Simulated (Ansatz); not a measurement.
Ansatz (a program for electronic structure) input (FCI/STO-3G):

Ansatz 0.2 input:
```yaml
crystal:
  periodic: [false, false, false]
  atoms:
    - {symbol: Al, position_ang: [-0.00000000, -0.00000000, -0.73119133]}
    - {symbol: O, position_ang: [0.00000000, 0.00000000, 0.95029607]}
    - {symbol: H, position_ang: [0.00000000, 0.00000000, 1.90311872]}
basis:
  gaussian:
    orbitals: STO-3G
magnetization: {spin_polarized: false}
correlation: {method: fci, electrons: outside_noble_gas}
```

Output:

```
Functional definition: HF
integrals: 0.00 GiB planned
241 factors; integrals over basis functions are off by at most 2.7e-8 eV
mean field: 0.04 GiB planned
mean field evaluation 1: about -8525.8807 eV, gradient 2.4e1 eV
mean field evaluation 2: about -8525.9141 eV, gradient 2.4e1 eV
mean field evaluation 4: about -8528.0159 eV, gradient 9.1e-1 eV
mean field evaluation 8: about -8528.0186 eV, gradient 2.9e-6 eV
mean field -8528.01861427 eV, -313.3989035757 hartree, gradient 5.0e-7 eV, S^2 0.000000; 0 other end points of the search recorded, 0 dependent functions left out
6 core orbitals not correlated
reference -8528.01861427 eV, -313.3989035757 hartree; 5, 5 occupied and 4, 4 virtual orbitals, 241 factors
configuration interaction: 0.03 GiB planned
state -8530.19196712 eV, -313.4787728198 hartree
Total energy: -8530.19196712 eV, -313.4787728198 hartree
```
